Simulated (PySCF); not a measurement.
Electron correlation in Ga²⁺ (gallium, charge +2)

[Ar] 3d9 4s1 4p1, one real determinant (an excited configuration). Calculation: PySCF 2.14, in x2c-TZVPPall (6s5p4d1f, 48 functions); the spin-free X2C one-electron Hamiltonian (Gaussian nucleus). Frozen: [Ne]; 19 electrons correlated.

MP2 pair energies summed by pair of shells (mhartree):

```
 pair  energy  share (%)
3d-3d  -70.50       33.7
3p-3d  -66.39       31.7
3p-3p  -21.76       10.4
3s-3d  -16.72        8.0
3s-3p  -11.11        5.3
3d-4s   -7.66        3.7
3d-4p   -5.95        2.8
3p-4s   -2.94        1.4
4s-4p   -2.20        1.1
3p-4p   -2.06        1.0
3s-3s   -1.49        0.7
3s-4s   -0.33        0.2
3s-4p   -0.25        0.1
```

Total MP2 correlation energy: -209.36 mhartree.

Same-spin part -71.54 and opposite-spin part -137.81 mhartree; SCS-MP2 scales them by 1/3 and 6/5 to -189.22 mhartree.

The reference is one real determinant that mixes LS terms of this configuration.

This basis was not built for core-valence correlation, so the inner-shell part is incomplete.
